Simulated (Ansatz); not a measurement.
An input meant for Te₁₄Mo₃ (charge 0, singlet; scaled by 0.92).

```yaml
crystal:
  periodic: [false, false, false]
  atoms:
    - {symbol: Mo, position_ang: [-1.364380, -0.768989, 0.003799]}
    - {symbol: Mo, position_ang: [0.001537, 1.516686, -0.000754]}
    - {symbol: Mo, position_ang: [1.360071, -0.773672, -0.000014]}
    - {symbol: Te, position_ang: [0.001689, -0.056574, 1.948573]}
    - {symbol: Te, position_ang: [-0.003743, -0.061232, -1.946532]}
    - {symbol: Te, position_ang: [-3.158882, 0.410365, 1.449756]}
    - {symbol: Te, position_ang: [-3.163080, 0.407380, -1.440086]}
    - {symbol: Te, position_ang: [-1.495248, -2.962924, 1.250591]}
    - {symbol: Te, position_ang: [-1.497507, -2.966905, -1.236646]}
    - {symbol: Te, position_ang: [1.825566, 2.592172, 1.422694]}
    - {symbol: Te, position_ang: [1.822075, 2.589394, -1.430770]}
    - {symbol: Te, position_ang: [-1.814982, 2.598338, 1.427729]}
    - {symbol: Te, position_ang: [-1.819410, 2.595066, -1.426449]}
    - {symbol: Te, position_ang: [3.162340, 0.399598, 1.441140]}
    - {symbol: Te, position_ang: [3.158348, 0.396709, -1.448489]}
    - {symbol: Te, position_ang: [1.487812, -2.968443, 1.246535]}
    - {symbol: Te, position_ang: [1.481878, -2.971535, -1.240928]}
basis:
  gaussian: {orbitals: def2-SVP, fitting: {mean_field: def2-universal-jkfit}, nuclear_model: gaussian}
hamiltonian: {xc: {name: CAM-B3LYP}}
scf: {max_iter: 3}
```

```sh
$ ansatz run in.yaml --threads 2 --pin off --events-out ev --progress --plain --max-ram 22528MiB --backend cuda --devices 0, --max-vram 18GiB
```

It prints (some lines left out):

```
Error: invalid value for `basis.gaussian`: such a run doesn't read scf.max_iter; remove what it names
```

In this input the input holds a key that doesn't belong there. The input was rejected before any iteration.
